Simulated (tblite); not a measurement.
C5H14NPSi.
Atom-mapped SMILES: `[CH3:1][CH2:2][N:3]([CH3:4])[P:5]1[CH2:6][C@H:7]1[SiH3:8]` (hydrogens: H9, H10, H11 on C1; H12, H13 on C2; H14, H15, H16 on C4; H17, H18 on C6; H19 on C7; H20, H21, H22 on Si8)

Computed with GFN2-xTB (tblite), gas phase: L-BFGS steps from a force-field or distance-geometry start until the largest atomic force falls under 0.01 eV/Å.

Geometry at step 6:
```
atom  x, y, z in Å
C1     -3.3404    0.6257   -0.0235
C2     -1.8376    0.9392   -0.0737
N3     -1.0250   -0.1887   -0.5035
C4     -1.1460   -1.3148    0.3927
P5      0.5316    0.1043   -1.2123
C6      1.6560   -1.1337   -0.4370
C7      1.8941    0.2438    0.1223
Si8     3.6142    0.9149   -0.2681
H9     -3.6629    0.3501    0.9874
H10    -3.5745   -0.2007   -0.6916
H11    -3.9297    1.4903   -0.3402
H12    -1.5136    1.2662    0.9187
H13    -1.6534    1.7633   -0.7607
H14    -0.9735   -2.2401   -0.1576
H15    -2.1476   -1.3850    0.8153
H16    -0.4293   -1.2478    1.2223
H17     1.3330   -1.9284    0.2249
H18     2.4206   -1.4986   -1.1028
H19     1.5715    0.3547    1.1610
H20     3.8489    0.8657   -1.7116
H21     4.5560   -0.0238    0.3644
H22     3.7972    2.2627    0.2710
```

Q: What forces act on the atoms?

A: 
```json
{"atom": "C1", "Fx (eV/Å)": "-0.096", "Fy (eV/Å)": "-0.051", "Fz (eV/Å)": "0.001"}
{"atom": "C2", "Fx (eV/Å)": "0.092", "Fy (eV/Å)": "0.158", "Fz (eV/Å)": "0.075"}
{"atom": "N3", "Fx (eV/Å)": "0.029", "Fy (eV/Å)": "-0.133", "Fz (eV/Å)": "0.121"}
{"atom": "C4", "Fx (eV/Å)": "0.034", "Fy (eV/Å)": "-0.326", "Fz (eV/Å)": "0.256"}
{"atom": "P5", "Fx (eV/Å)": "-0.060", "Fy (eV/Å)": "0.101", "Fz (eV/Å)": "0.213"}
{"atom": "C6", "Fx (eV/Å)": "0.054", "Fy (eV/Å)": "-0.200", "Fz (eV/Å)": "-0.093"}
{"atom": "C7", "Fx (eV/Å)": "-0.187", "Fy (eV/Å)": "-0.066", "Fz (eV/Å)": "0.065"}
{"atom": "Si8", "Fx (eV/Å)": "-0.031", "Fy (eV/Å)": "0.021", "Fz (eV/Å)": "0.045"}
{"atom": "H9", "Fx (eV/Å)": "0.100", "Fy (eV/Å)": "0.079", "Fz (eV/Å)": "-0.252"}
{"atom": "H10", "Fx (eV/Å)": "0.026", "Fy (eV/Å)": "0.061", "Fz (eV/Å)": "-0.053"}
{"atom": "H11", "Fx (eV/Å)": "0.187", "Fy (eV/Å)": "-0.128", "Fz (eV/Å)": "0.100"}
{"atom": "H12", "Fx (eV/Å)": "0.017", "Fy (eV/Å)": "0.173", "Fz (eV/Å)": "0.206"}
{"atom": "H13", "Fx (eV/Å)": "0.067", "Fy (eV/Å)": "0.043", "Fz (eV/Å)": "-0.188"}
{"atom": "H14", "Fx (eV/Å)": "0.122", "Fy (eV/Å)": "-0.022", "Fz (eV/Å)": "-0.024"}
{"atom": "H15", "Fx (eV/Å)": "0.035", "Fy (eV/Å)": "0.146", "Fz (eV/Å)": "-0.061"}
{"atom": "H16", "Fx (eV/Å)": "-0.182", "Fy (eV/Å)": "-0.109", "Fz (eV/Å)": "0.123"}
{"atom": "H17", "Fx (eV/Å)": "-0.189", "Fy (eV/Å)": "0.100", "Fz (eV/Å)": "-0.054"}
{"atom": "H18", "Fx (eV/Å)": "0.180", "Fy (eV/Å)": "-0.087", "Fz (eV/Å)": "-0.253"}
{"atom": "H19", "Fx (eV/Å)": "-0.119", "Fy (eV/Å)": "0.124", "Fz (eV/Å)": "-0.234"}
{"atom": "H20", "Fx (eV/Å)": "-0.049", "Fy (eV/Å)": "0.060", "Fz (eV/Å)": "-0.002"}
{"atom": "H21", "Fx (eV/Å)": "0.007", "Fy (eV/Å)": "0.077", "Fz (eV/Å)": "0.018"}
{"atom": "H22", "Fx (eV/Å)": "-0.039", "Fy (eV/Å)": "-0.020", "Fz (eV/Å)": "-0.009"}
```

The largest, 0.42 eV/Å, acts on C4; the rms over all components is 0.125 eV/Å. The forces sum to zero within rounding, as they must for an isolated molecule in no field.

Q: Give the force on C4 in Eh/bohr and in nN.

A: 0.416 eV/Å ÷ 51.422 = 0.00809 Eh/bohr, and 0.416 eV/Å × 1.602 = 0.67 nN.

Q: How far is this geometry from the end of the optimisation?

A: 0.483 eV above it, and 1.051 Å rms away after alignment. The bonds farthest from their final lengths, with half the difference of the two atoms' forces along the bond (positive lengthens):

```
  bond  now (Å)  final (Å)  force along bond (eV/Å)
 P5–C7    1.912      1.860                    -0.10
 C1–H9    1.096      1.087                    -0.16
 N3–C4    1.444      1.453                    +0.12
 C1–C2    1.536      1.529                    +0.11
C7–H19    1.093      1.086                    -0.14
 N3–P5    1.735      1.742                    -0.04
```

The angle farthest from its final value is N3–P5–C7, 111.5° against 97.0°.
